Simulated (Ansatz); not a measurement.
Basis-set extrapolation for `F[SiH]1CB1[SiH3]` (PBE0-D4/def2-TZVP geometry, frozen core, the Gaussian-basis code of Ansatz). Multiplicity 1, RHF reference.

```csv
,def2-TZVPP,def2-QZVPP
HF,-743.421021,-743.446540
MP2 correlation,-0.765171,-0.824205
CCSD(T) correlation,-0.846398,not run
```

Energies in hartree. Use E(X) = E(∞) + A·exp(−7.88·√X) for Hartree–Fock and E(X) = E(∞) + B·X^(−2.97) for correlation, with X = 3 and 4, and add CCSD(T) minus MP2 of the smaller set to the MP2 limit.

Task: What is the CCSD(T) energy at the basis-set limit?

Result: HF limit: -743.446540 + (-0.025519) × 0.13774 = -743.45005. MP2 limit: -0.824205 + (-0.059034) × 0.74074 = -0.86793. Higher-order term: -0.846398 − (-0.765171) = -0.08123. Total: -744.39921 hartree, 346.0 kJ/mol below CCSD(T)/def2-TZVPP.
